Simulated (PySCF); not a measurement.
Members of the series SiXY, Y = methyl; each row names its spin state. Gas-phase values, no solvent. One relaxed conformer stands for each flexible species; it need not be the lowest. Strings in code marks are SMILES.

The HOMO–LUMO gap from two functionals at the same geometries (PBE0-D3(BJ)/def2-SVP), both in PySCF: PBE-D3(BJ)/def2-TZVP and ωB97X-D3(BJ)/def2-TZVP. 

```tsv
species	PBE-D3(BJ)/def2-TZVP (eV)	ωB97X-D3(BJ)/def2-TZVP (eV)
X = H, multiplicity 1 (`C[SiH]` (lower singlet))	1.85	8.19
X = fluoro, multiplicity 1 (`C[Si]F` (lower singlet))	2.53	8.93
X = hydroxy, multiplicity 1 (`C[Si]O` (lower singlet; C–Si–O–H torsion 0°))	2.80	9.12
X = amino, multiplicity 1 (`C[Si]N` (lower singlet))	3.10	9.35
X = boryl, multiplicity 1 (`B[Si]C` (lower singlet))	1.77	7.92
X = mercapto, multiplicity 1 (`C[Si]S` (lower singlet; C–Si–S–H torsion 180°))	2.49	8.61
```

Over these rows, drawn at random from the members with no instability flagged (it was tested for open shells, ions and some series alone), PBE minus ωB97X-D3(BJ): mean -6.26 eV, from -6.40 eV to -6.12 eV.
